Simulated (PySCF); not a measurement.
Working out the electron affinity of Sb

Sb⁻ [Kr] 4d10 5s2 5p4 (3P) → Sb [Kr] 4d10 5s2 5p3 (4S). Computed with PySCF 2.14 in aug-cc-pVTZ-PP with one added diffuse shell each of d, f type with ECP28MDF (6s5p5d3f, 67 functions), with a scalar-relativistic core potential. Frozen: 4s2 4p6 4d10. Energies in hartree (1 hartree = 27.21139 eV):

```json
{"part": "UHF", "Sb⁻ (lower)": "-239.275549", "Sb (upper)": "-239.277766"}
{"part": "CCSD correlation", "Sb⁻ (lower)": "-0.101976", "Sb (upper)": "-0.073829"}
{"part": "(T)", "Sb⁻ (lower)": "-0.004583", "Sb (upper)": "-0.002609"}
```

What does Hartree-Fock give?

(-239.277766) − (-239.275549) = -0.002217 hartree = -0.060 eV.

What do CCSD and CCSD(T) give?

The CCSD correlation energies differ by 0.028147 hartree = 0.766 eV and the triples by 0.001974 hartree = 0.054 eV, so CCSD gives 0.706 eV and CCSD(T) 0.760 eV.

Reference: 1.047 eV (measured; photodetachment measurements, as compiled on the Wikipedia data page of electron affinities), between the lowest levels; spin-orbit coupling is absent from the calculation.

What remains against the reference includes basis incompleteness, the frozen core and higher excitations.
